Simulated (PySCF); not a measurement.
Start geometry of `C=CCCOC1=CCC1` from GFN2-xTB (Å):
```
atom  x, y, z in Å
C1    -4.0383   -0.3101    0.6969
C2    -3.0792   -0.3367   -0.2087
C3    -1.9500    0.6408   -0.2741
C4    -0.5954   -0.0620   -0.1801
O5     0.4132    0.9180   -0.3419
C6     1.6837    0.5168   -0.1308
C7     2.8637    1.1254   -0.2611
C8     3.6386   -0.0817    0.2030
C9     2.2649   -0.7849    0.3595
H10   -4.8380   -1.0308    0.7049
H11   -4.0684    0.4419    1.4681
H12   -3.0722   -1.1010   -0.9756
H13   -2.0268    1.3722    0.5312
H14   -1.9818    1.1797   -1.2247
H15   -0.5076   -0.8249   -0.9674
H16   -0.4962   -0.5596    0.7939
H17    3.1759    2.1028   -0.5693
H18    4.2930   -0.5311   -0.5432
H19    4.1906    0.0444    1.1338
H20    2.0083   -1.0549    1.3834
H21    2.1132   -1.6473   -0.2888
```

Problem. What comes out of this run: PBE0-D3(BJ)/def2-SVP geometry optimisation, gas phase in PySCF?

Solution. 
```
atom  x, y, z in Å
C1    -3.4822   -0.0688    0.8829
C2    -2.5165   -0.0818   -0.0362
C3    -1.3671    0.8732   -0.0907
C4    -0.0300    0.1701    0.0443
O5     0.9895    1.1367   -0.0892
C6     2.2479    0.7159    0.0625
C7     3.4374    1.3175   -0.1150
C8     4.1997    0.0873    0.3235
C9     2.8160   -0.6014    0.5251
H10   -4.2976   -0.7967    0.8678
H11   -3.4965    0.6783    1.6833
H12   -2.5441   -0.8499   -0.8205
H13   -1.4540    1.6338    0.7008
H14   -1.3667    1.4120   -1.0543
H15    0.0757   -0.6080   -0.7348
H16    0.0381   -0.3340    1.0249
H17    3.7426    2.3122   -0.4401
H18    4.8342   -0.3919   -0.4411
H19    4.7881    0.1856    1.2515
H20    2.5873   -0.8878    1.5652
H21    2.6270   -1.4689   -0.1287
```

The energy falls by 0.067 eV over 5 energy and gradient evaluations, the largest force component goes from 0.0159 to 3.6e-04 Eh/bohr, and the atoms move by 0.043 Å rms after alignment. The bond that changes most is C7–H17 (alkene CH carbon to vinylic hydrogen), which lengthens by 0.019 Å. Bonds longer at the end by more than 0.005 Å: 15 of 21; shorter: 2. Rotational constants go from 6366, 597.8, 566.3 to 6370, 598.5, 566.6 MHz. The orientation of the end geometry is arbitrary; only internal coordinates are fixed.

The run used 186 basis functions and 35 SCF cycles in all. The run took about 1.8 min of CPU time (one thread, shared machine).

Not checked by PBE0-D3(BJ)/def2-SVP frequencies. One conformer, not necessarily the lowest.
